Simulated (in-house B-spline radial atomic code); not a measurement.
Tb⁴⁺. Computed with a B-spline radial atomic code. Model: all-electron spherical atom, spin shells full or empty, radial basis limit, no spin-orbit coupling, Breit or QED, empty-state partial waves extrapolated as (l+1/2)^-4, RPA, G0W0 and static COHSEX of the highest shell as one setting changes (uncorrelated shells keep exact exchange).

Empty levels are discrete states of a finite basis, so the steps are uneven.

Without the two-electron picture change, core correlation of heavy ions comes too large.

Given: element Tb; charge 4; filled core Xe; hamiltonian one-electron scalar X2C; mean-field start r2SCAN; highest l of empty states 9; nuclear rms radius 5.06 fm; lowest nl shells left uncorrelated 10; highest mean-field shell 4f up; box radius 11.96 bohr.

Shell: 4f 7 0 (electrons up and down).

```csv
highest empty level kept (hartree),RPA correlation energy (hartree),G0W0 level (eV),G0W0 minus most complete (meV),COHSEX level (eV),linearised minus solved G0W0 (meV)
8.33,-0.49053,-66.462,961.6,-68.916,-85.4
16.67,?,?,?,?,?
29.17,-0.6382,-67.108,315.4,-71.062,-98
50,-0.66422,-67.241,182.5,-71.584,-101
83.33,-0.68246,-67.345,79,-72.028,-103.4
150,-0.69077,-67.394,30.2,-72.27,-104.5
250,-0.69486,-67.418,5.7,-72.392,-105.1
500,-0.69564,-67.423,0.9,-72.414,-105.2
1000,?,?,?,?,?
2083.3,-0.6958,-67.424,0,-72.418,-105.2
5000,-0.69581,-67.424,0,-72.418,-105.2
16667,-0.69581,-67.424,0,-72.418,-105.2
```

Problem. What follows for highest empty level kept = 16.67?

Solution. RPA correlation energy -0.58953 hartree; G0W0 level -66.89 eV; G0W0 minus most complete 534.1 meV; COHSEX level -70.276 eV; linearised minus solved G0W0 -93.4 meV.

Problem. What follows for highest empty level kept = 1000?

Solution. RPA correlation energy -0.69578 hartree; G0W0 level -67.424 eV; G0W0 minus most complete 0.1 meV; COHSEX level -72.418 eV; linearised minus solved G0W0 -105.2 meV.
